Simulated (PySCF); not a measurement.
Solvent effects on NMR parameters

Atoms are numbered as in `[CH3:1][CH:2]([CH3:3])[O:4][C@H:5]([F:6])[C:7]([F:8])([F:9])[F:10]`. Hydrogens are named by the atom that carries them.

GIAO PBE0/pcSseg-1 in PySCF on one PBE0-D3(BJ)/def2-SVP conformer, non-relativistic, equivalent nuclei averaged. Solvents enter as an IEF-PCM continuum (benzene with ε = 2.3, chloroform with ε = 4.7) around the gas-phase geometry. Shifts are referred to TMS, CFCl3 computed in the same medium.

Gas phase, δ in ppm: C7 124.5, C5 108.8, C2 80.0, C3 25.6, C1 24.6, F8/F9/F10 -97.0, F6 -154.3, H(C5) 4.94, H(C2) 3.44, H(C3) 1.40, H(C1) 1.31. Dipole moment 3.30 D.

**Question.** How does each δ change in the continuum?

**Answer.** 
| atoms | environment | Δδ, benzene | Δδ, chloroform |
| --- | --- | --- | --- |
| C7 | CF3 carbon | +0.6 | +1.0 |
| C5 | sp3 CH bonded to F and O | +0.3 | +0.5 |
| C2 | sp3 CH bonded to O | +0.4 | +0.5 |
| C3 | methyl carbon | +0.3 | +0.5 |
| C1 | methyl carbon | +0.1 | +0.2 |
| F8/F9/F10 | fluorine of a CF3 group | +0.4 | +0.7 |
| F6 | fluorine on an sp3 carbon | -1.7 | -2.8 |
| H(C5) | hydrogen on an sp3 CH bonded to F and O | +0.18 | +0.31 |
| H(C2) | hydrogen on an sp3 CH bonded to O | +0.16 | +0.27 |
| H(C3) | hydrogen on a methyl carbon | 0.00 | 0.00 |
| H(C1) | hydrogen on a methyl carbon | +0.02 | +0.02 |

Changes are relative to the gas phase. The dipole moment becomes 3.61 D in benzene, 3.81 D in chloroform.

**Question.** Which of the listed nuclei move most (in ppm), and what does the model miss? (N and O are left out, as their reference compounds move with the solvent too.)

**Answer.** F6 (fluorine on an sp3 carbon, -2.8 ppm) in chloroform. A continuum only polarises the solute; specific hydrogen bonds, the anisotropy of aromatic solvents and changes of geometry or conformer are outside it.
